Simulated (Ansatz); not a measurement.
AuCl, charge -1, doublet, at the geometry of the source list (the multiplicity is a formal guess) (core potentials on Au) (a gas-phase anion, which may not be bound at this level); REVPBE/def2-SVP in Ansatz (a program for electronic structure).

The Ansatz input:
Ansatz 0.2 input:
```yaml
crystal:
  periodic: [false, false, false]
  atoms:
    - {symbol: Au, position_ang: [-0.68490000, -0.60480000, -0.64320000]}
    - {symbol: Cl, position_ang: [0.68490000, 0.60480000, 0.64320000]}
basis:
  gaussian:
    orbitals: def2-SVP
hamiltonian:
  xc: revpbe
total_charge: -1
magnetization: {spin_polarized: true, initial_magnetization: 1}
```

Output, abridged:

```
Functional definition: revPBE
515 factors; their error is unknown
mean field evaluation 1: about -16209.2669 eV, gradient 3.2e1 eV
mean field evaluation 2: about -16203.6574 eV, gradient 4.6e1 eV
mean field evaluation 4: about -16213.9811 eV, gradient 2.7e0 eV
mean field evaluation 8: about -16214.0151 eV, gradient 3.0e-2 eV
mean field evaluation 16: about -16214.0151 eV, gradient 4.4e-6 eV
mean field -16214.01510671 eV, -595.8540649175 hartree, gradient 4.4e-6 eV, S^2 0.752129; 0 other end points of the search recorded, 0 dependent functions left out
reference -16214.01514258 eV, -595.8540662357 hartree; 19, 18 occupied and 31, 32 virtual orbitals, 515 factors
Total energy: -16214.01514258 eV, -595.8540662357 hartree
```
